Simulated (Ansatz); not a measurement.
Task: Predict a relaxed structure of cyclo-(F2SiCH2)4 (C₄H₈F₈Si₄), charge 0, singlet, at r2SCAN-D4/def2-SVP (Ansatz).

Result: 
```xyz
24

Si    0.871    0.610    1.830
F     1.724    1.360    2.984
F     0.055   -0.581    2.576
C    -0.350    1.815    1.120
Si   -0.511    1.922   -0.722
F    -1.271    3.302   -1.099
F     0.996    2.064   -1.313
C    -1.364    0.522   -1.594
Si   -1.750   -1.010   -0.628
F    -2.480   -0.524    0.741
F    -2.852   -1.874   -1.441
C    -0.335   -2.128   -0.183
Si    1.390   -1.522   -0.480
F     1.429   -0.958   -2.004
F     2.399   -2.787   -0.445
C     2.049   -0.210    0.658
H    -1.336    1.594    1.567
H    -0.050    2.820    1.472
H    -2.328    0.915   -1.965
H    -0.756    0.260   -2.479
H    -0.452   -2.409    0.878
H    -0.455   -3.050   -0.781
H     2.544    0.555    0.033
H     2.833   -0.686    1.276
```
 This is one stationary point.
